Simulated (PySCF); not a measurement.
# How methods differ on the ionisation energy of Cl²⁺

Cl²⁺ [Ne] 3s2 3p3 (4S) → Cl³⁺ [Ne] 3s2 3p2 (3P), as a difference of total energies. Calculation: PySCF 2.14, in x2c-QZVPPall; scalar relativity by spin-free X2C-1e. Correlated levels: valence: [Ne] frozen; valence and next inner shell: 1s2 frozen. The calculations carry no spin-orbit coupling.

```csv
method,ionisation energy (eV)
UHF,38.955
LDA,39.659
PBE,39.570
PBE0,39.654
r2SCAN,39.814
MN15,39.709
wB97X,39.513
r2SCAN0,39.803
ROHF,39.106
MP2 (valence),39.656
MP2 (valence and next inner shell),39.683
SCS-MP2 (valence and next inner shell),39.477
```

**Question.** Estimate what r2SCANh gives.

**Answer.** 39.810 eV, closest to r2SCAN among the rows shown.

**Question.** Estimate what SCS-MP2 (valence) gives.

**Answer.** 39.453 eV, closest to SCS-MP2 (valence and next inner shell) among the rows shown.

A first-order spin-orbit estimate (lowest level to lowest level, LS coupling) adds -0.102 eV.

Errors of the correlated levels include the incompleteness of this basis and the frozen core.

For comparison: 39.8 ± 0.11 eV (semi-empirical (NIST evaluation); NIST Atomic Spectra Database, ionization energies).
